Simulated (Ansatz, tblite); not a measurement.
Cost and result up the ladder for AlH2Br (4 atoms). Total charge 0; singlet. Geometry: B3LYP-D4/def2-TZVP.

```xyz
4

Al   -0.114    0.126    0.111
H     0.259    1.651    0.092
H    -1.301   -0.495    0.929
Br    1.156   -1.282   -1.132
```

Ansatz on 4 threads of Arm Neoverse V2 on a shared host; xTB runs through tblite on one thread. Times are rough, summed over both states, and most runs start from the orbitals of an earlier one. CCSD(T)/def2-TZVPP serves as the yardstick here, not as an exact answer. The other state is a doublet.

The xTB rows come from tblite. Correlated methods freeze 14 core orbitals; core or outer-core shells of Br are correlated, in sets that lack core-valence functions. In CCSD on the charge 1 doublet the largest single amplitude is 0.22, so its Hartree–Fock determinant may place the open shell otherwise than the density functionals do.

Correlated methods converge slowly with the basis.

Raw xTB energies of ions are shifted by several eV.

| level | functions | wall time | vertical IE (eV) | difference from CCSD(T)/def2-TZVPP (eV) |
| --- | --- | --- | --- | --- |
| GFN1-xTB | 22 | 0.004 s | 15.56 | 4.75 |
| GFN2-xTB | 20 | 0.004 s | 15.17 | 4.37 |
| PBE-D4/def2-TZVP | 97 | 1.2 s | 10.18 | -0.62 |
| PBE0-D4/def2-TZVP | 97 | 1.9 s | 10.52 | -0.29 |
| r2SCAN-D4/def2-TZVP (with forces) | 97 | 3.2 s | 10.38 | -0.43 |
| CCSD(T)/def2-TZVPP | 118 | 6 s | 10.80 | 0.00 |
